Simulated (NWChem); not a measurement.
System: AuNH3F; SMILES [NH3]->[Au][F]

NWChem input:

```
start job
memory heap 200 mb stack 900 mb global 1100 mb
geometry units angstroms noautosym nocenter noautoz
  Au     0.000000     0.000000     0.044724
  F      0.000000     0.000000     1.968914
  N      0.000000     0.000000    -2.014625
  H     -0.066715     0.946256    -2.394152
  H     -0.786124    -0.530905    -2.394152
  H      0.852839    -0.415351    -2.394152
end
basis spherical
  * library def2-svp
end
ecp
  Au library def2-ecp
end
dft
  xc b3lyp
  iterations 150
end
tddft
  nroots 8
  notriplet
end
task tddft energy
```

The geometry was optimised at PBE0/def2-SVP. def2 effective core potentials on Au; no spin-orbit coupling.

Vertical excitations in the gas phase.

Question: Give the results of this calculation. (B3LYP/def2-SVP with def2 effective core potentials on Au, full TDDFT.) Quantities: lowest excitation, singlet (eV); oscillator strength of that lowest state; orbital gap (eV).

Answer: 
```json
{
  "lowest excitation, singlet (eV)": "5.02",
  "oscillator_strength_of_that_lowest_state": "0.002",
  "orbital gap (eV)": "6.15"
}
```
